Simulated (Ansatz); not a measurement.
P3IrH9Cl⁺, that is IrCl(PH3)3 with one electron fewer. Charge 1, multiplicity 2. Geometry PBE-D4/def2-SVP, that of the neutral singlet; atoms count from 1.

```xyz
14

Ir   -0.0048    0.1724    0.4219
Cl   -0.0500    1.0484    2.6490
P     2.1980    0.7661    0.4407
H     3.0568    0.5390   -0.6889
H     3.0327    0.1920    1.4523
H     2.5177    2.1431    0.6692
P     0.0274   -0.6405   -1.6353
H    -0.3846   -1.9974   -1.9013
H     1.2613   -0.6958   -2.3741
H    -0.7620   -0.0422   -2.6853
P    -2.2187   -0.2822    0.7940
H    -3.0737    0.8276    1.0899
H    -2.5328   -1.0936    1.9305
H    -3.0671   -0.9369   -0.1627
```

In the def2 sets Ir takes a core potential; there is no spin–orbit coupling.

(1) Estimate the Mulliken populations from the PBE0/def2-TZVP orbitals of Ansatz.

(2) Where does the spin sit?

(3) And the Mayer bond orders between heavy atoms (over 0.3)?

## Answers

(1) 
| atom | charge (e) | spin (α − β) | d electrons |
| --- | --- | --- | --- |
| Ir1 | 0.51 | 1.06 | 7.55 |
| Cl2 | -0.37 | -0.01 | – |
| P3 | -0.14 | -0.01 | – |
| H4 | 0.13 | 0.00 | – |
| H5 | 0.17 | 0.00 | – |
| H6 | 0.16 | 0.00 | – |
| P7 | -0.22 | -0.01 | – |
| H8 | 0.15 | 0.00 | – |
| H9 | 0.14 | 0.00 | – |
| H10 | 0.15 | 0.00 | – |
| P11 | -0.14 | -0.01 | – |
| H12 | 0.17 | 0.00 | – |
| H13 | 0.17 | 0.00 | – |
| H14 | 0.13 | 0.00 | – |
Mulliken values depend strongly on the basis.

(2) Summed by element: Ir 1.06, Cl -0.01, P -0.03, H -0.02, of 1 unpaired in all. Largest on single atoms: Ir1 1.06, P7 -0.01, Cl2 -0.01.

(3) Ir1–Cl2 0.70 (2.39 Å); Ir1–P3 0.81 (2.28 Å); Ir1–P7 1.01 (2.21 Å); Ir1–P11 0.79 (2.29 Å).
